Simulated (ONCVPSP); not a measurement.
# Before and after: ONCV potential for zirconium

Zr, optimised norm-conserving Vanderbilt (ONCV), made with ONCVPSP 4.0.1 (revPBE, scalar-relativistic). Core [Kr], reference 4d2 5s1.5 5p0.5. Waves: 5s: rc 3.20 bohr, ncon 3, nbas 6, qcut 2.1 1/bohr, 2 projectors, debl 3.3 Ha; 5p: rc 3.80 bohr, ncon 4, nbas 8, qcut 2.1 1/bohr, 2 projectors, debl 2.6 Ha; 4d: rc 2.55 bohr, ncon 5, nbas 10, qcut 6.7 1/bohr, 1 projector. Local part: polynomial inside 1.60 bohr (lpopt 4, dvloc0 1 Ha). Core correction: polynomial model core, fcfact 0.4.

Change: d: rc 2.1.

Cutoffs: the cutoffs (Ha) at which the residual kinetic energy of the hardest occupied pseudo-wave falls to 1 and 0.1 mHa per electron; they do not see the model core or the augmentation charge, which bear on the density cutoff. Errors are all-electron minus pseudo energies relative to the spin-unpolarised reference configuration.

Q: What does the change do?

A: The potential gets harder (13 Ha and 16 Ha → 15 Ha and 18 Ha); the errors of the 4 common tests hardly move; neither file shows a bound ghost. A smaller radius makes the pseudo-wave follow the all-electron one further in, where it bends more sharply, so more plane waves are needed.

```csv
quantity,base,changed
"cutoff, loose",13 Ha,15 Ha
"cutoff, tight",16 Ha,18 Ha
loose cutoff by channel,"s 1.9 Ha, p 1.3 Ha, d 13 Ha","s 1.9 Ha, p 1.3 Ha, d 15 Ha"
bound ghosts,none,none
GHOST(+) flags under 300 eV,"s at 51.6 eV, p at 66.5 eV","s at 51.6 eV, p at 66.5 eV"
"error for 4d2 5s2 5p0, meV [ΔE -1.49 eV]",-0.8,-0.8
"error for 4d2 5s1 5p0, meV [ΔE 5.57 eV]",-3.9,-4.1
"error for 4d2 5s0 5p0, meV [ΔE 18.37 eV]",-31,-31
"error for 4d2 5s0 5p2, meV [ΔE 4.66 eV]",-11,-11
s: phases at 3.24 bohr within 0.05 rad from the reference energy up to (Ha; the scan ends near 5),0.7,0.7
p: phases at 3.86 bohr within 0.05 rad from the reference energy up to (Ha; the scan ends near 5),n/a,n/a
"rms error of d²Exc/dni dnj with the model core, mHa",1.12,1.10
```
